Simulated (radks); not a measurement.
Species: Hf3+. Configuration: [Xe] 4f14 5d1. Method: scalar-relativistic Kohn-Sham, HCTH/407, spin-polarised, spherical densities, finite nucleus; open shells are filled with parallel spins first (spin-orbit coupling, left out, can overturn this in heavy ions); Fermi nuclear charge, rms radius 5.347 fm; computed with a radial shooting solver on a logarithmic mesh with Libxc functionals.

Normalised radial functions P(r) = r R(r), r in bohr:

| r | 5s down | 5p up | 5d down |
|---|---|---|---|
| 0.0009302 | 0.0557 | 0.0013 | 0.0000 |
| 0.001444 | 0.0777 | 0.0028 | 0.0000 |
| 0.002225 | 0.1050 | 0.0057 | 0.0000 |
| 0.003427 | 0.1367 | 0.0117 | 0.0001 |
| 0.005321 | 0.1672 | 0.0240 | 0.0004 |
| 0.008196 | 0.1812 | 0.0473 | 0.0012 |
| 0.01262 | 0.1541 | 0.0887 | 0.0038 |
| 0.0196 | 0.0528 | 0.1530 | 0.0115 |
| 0.03019 | -0.1213 | 0.2222 | 0.0317 |
| 0.04651 | -0.2738 | 0.2343 | 0.0770 |
| 0.07221 | -0.1856 | 0.0802 | 0.1551 |
| 0.1112 | 0.2112 | -0.2248 | 0.2195 |
| 0.1713 | 0.3850 | -0.3192 | 0.1441 |
| 0.266 | -0.2236 | 0.1595 | -0.1434 |
| 0.4098 | -0.5647 | 0.5096 | -0.3364 |
| 0.6312 | 0.3597 | -0.1277 | -0.0582 |
| 0.9801 | 1.1152 | -0.9356 | 0.4949 |
| 1.51 | 0.7103 | -0.8455 | 0.7737 |
| 2.325 | 0.1609 | -0.3054 | 0.6182 |
| 3.611 | 0.0101 | -0.0363 | 0.2252 |
| 5.561 | 0.0001 | -0.0010 | 0.0188 |

5s down: eigenvalue -94.584 eV, 4 radial nodes at r = 0.0227, 0.0904, 0.235, 0.554 bohr, <r> = 1.13 bohr, 90 % of the charge inside 1.62 bohr. 5p up: eigenvalue -63.351 eV, 3 radial nodes at r = 0.0817, 0.238, 0.596 bohr, <r> = 1.32 bohr, 90 % of the charge inside 1.92 bohr. 5d down (empty): eigenvalue -27.184 eV, 2 radial nodes at r = 0.219, 0.663 bohr, <r> = 1.93 bohr, 90 % of the charge inside 2.92 bohr.
